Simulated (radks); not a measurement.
Values are calculated unless marked as measured or tabulated.
Species: Xe. Configuration: [Kr] 4d10 5s2 5p5 6p1 (not the ground configuration). Level of theory: scalar-relativistic Kohn-Sham, PBEsol, spin-polarised, spherical densities, finite nucleus; open shells are filled with parallel spins first (spin-orbit coupling, left out, can overturn this in heavy ions); Fermi nuclear charge, rms radius 4.7859 fm (a radial shooting solver on a logarithmic mesh with Libxc functionals).

Normalised radial functions P(r) = r R(r), r in bohr:

r,5s down
0.004662,0.0866
0.006472,0.1044
0.008913,0.1191
0.01237,0.1255
0.01704,0.1148
0.02365,0.0759
0.03257,0.0041
0.04522,-0.0961
0.06227,-0.1833
0.08645,-0.1924
0.119,-0.0636
0.1653,0.1696
0.2276,0.3009
0.3159,0.1173
0.4351,-0.2817
0.604,-0.4412
0.8318,-0.0459
1.145,0.5746
1.59,0.8671
2.19,0.6765
3.04,0.3089
4.186,0.0823
5.811,0.0111
8.003,0.0006
11.11,0.0000
15.3,0.0000
21.24,0.0000

5s down: eigenvalue -24.875 eV, 4 radial nodes at r = 0.0331, 0.131, 0.349, 0.852 bohr, <r> = 1.82 bohr, 90 % of the charge inside 2.65 bohr.
